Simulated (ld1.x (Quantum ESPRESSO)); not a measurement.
**Transferability test, TM potential for indium (In)**

```json
{
 "Element": "indium",
 "Generator": "ld1.x (Quantum ESPRESSO) 7.5",
 "Type": "norm-conserving Troullier–Martins (Kleinman–Bylander form)",
 "Functional": "LDA (PZ)",
 "Relativity": "scalar-relativistic",
 "Frozen core": "[Kr]",
 "Valence charge": "13",
 "Reference configuration": "4d10 5s1.5 5p1.5",
 "Partial waves": "5p (bound): rc 2.00 bohr; 4d (bound): rc 1.70 bohr; 5s (bound): rc 1.80 bohr",
 "Local potential": "the s channel",
 "Core correction": "none"
}
```

Energies are relative to the spin-unpolarised reference configuration 4d10 5s1.5 5p1.5; without spin polarisation the order of configurations can differ from experiment. Spin-polarised rows fill each open shell by Hund’s rule, majority spin first.

```json
{"valence configuration": "4d10 5s2 5p1", "charge": "0", "ΔE all-electron (eV)": "-2.931", "error AE − PS (meV)": "+0.7"}
{"valence configuration": "4d10 5s1 5p0", "charge": "+2", "ΔE all-electron (eV)": "22.324", "error AE − PS (meV)": "+0.1"}
{"valence configuration": "4d9 5s0 5p0", "charge": "+4", "ΔE all-electron (eV)": "107.675", "error AE − PS (meV)": "-132"}
{"valence configuration": "4d10 5s0 5p3", "charge": "0", "ΔE all-electron (eV)": "9.231", "error AE − PS (meV)": "+1.9"}
{"valence configuration": "4d10 5s0 5p0", "charge": "+3", "ΔE all-electron (eV)": "51.065", "error AE − PS (meV)": "+7.5"}
{"valence configuration": "4d10 5s1.5 5p1.5 (spin-polarised)", "charge": "0", "ΔE all-electron (eV)": "-0.479", "error AE − PS (meV)": "+6.7"}
{"valence configuration": "4d10 5s2 5p1 (spin-polarised)", "charge": "0", "ΔE all-electron (eV)": "-3.048", "error AE − PS (meV)": "+1.5"}
```

(1) What are ΔE and the potential's error for 4d9 5s2 5p1?

(2) What are ΔE and the potential's error for 4d10 5s2 5p0?

Levels in the configuration 4d10 5s1 5p0:

```
level  all-electron (eV)  pseudo (eV)
   4d            -36.755      -36.685
   5s            -24.127      -24.118
```

## Answers

(1) ΔE = 22.292 eV all-electron; the error (AE − PS) is -164 meV.

(2) ΔE = 2.664 eV all-electron; the error (AE − PS) is -1.1 meV.
